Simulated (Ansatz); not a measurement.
A barrier at the coupled-cluster level

Start structure (BH$_{2}$SBrF$_{2}$, singlet), relaxed at PBE0-D4/def2-TZVP:

B1  (-0.797, -0.681, -0.774)
Br2  (0.514, -0.243, -2.106)
F3  (-1.867, 0.067, -0.647)
F4  (-0.728, -1.832, -0.150)
H5  (1.691, 0.192, 1.277)
S6  (0.473, 0.687, 1.546)
H7  (0.715, 1.811, 0.854)
(Å)

The step: BBrF₂ ([F][B]([F])[Br]) + H₂S → BHSF₂ ([F][B]([F])[SH]) + HBr; bonds formed: B1–S6, Br2–H5; bonds broken: B1–Br2, H5–S6. Program: Ansatz 0.2.0. Basis: def2-TZVPP and def2-QZVPP. Cores are frozen in the correlated methods. Filled d shells of the heavier atoms are correlated. The def2 sets are not built for correlating such inner shells, so the correlated values are less sure here. Extrapolation: Hartree–Fock as exp(−7.88 √X), correlation as X^−2.97. Energies below are by CCSD(T) at an estimated basis limit (MP2 extrapolated from triple and quadruple zeta, plus CCSD(T) − MP2 in triple zeta).

(1) What are the electronic barrier and the energy of the step, from the start structure to the end structure? (To be estimated.)

The T1 diagnostic stays at or below 0.012.

Results:

(1) By the calculation: Barrier 97.6 kJ/mol; step energy 9.8 kJ/mol (uphill); reverse barrier, their difference, 87.8 kJ/mol. Barrier and step energy count from the start structure, the reverse barrier from the end structure.

The saddle point: One imaginary mode of 739i cm⁻¹.
```tsv
pair	start (Å)	saddle (Å)	end (Å)
B1–S6	2.98	1.96	1.81
Br2–H5	3.61	1.70	1.43
B1–Br2	1.92	2.38	4.27
H5–S6	1.34	1.64	2.50
```

Zero-point energy (harmonic, PBE0-D4): ZPE is 71.1 kJ/mol at the start and 65.7 kJ/mol at the saddle, so the barrier goes from 97.6 to 92.2 kJ/mol.

Labels in which every atom is bracketed show which atoms are joined, not bond orders.

For scale, one of the runs: CCSD(T)/def2-TZVPP, 211 basis functions, launched by `ansatz run in.yaml --threads 4 --pin off --events-out ev --progress --plain --max-ram 9574MiB`. Time: 2.1 min of wall clock on 4 CPU threads of an Arm Neoverse V2; the host was shared. Peak host memory: 3.1 GiB.
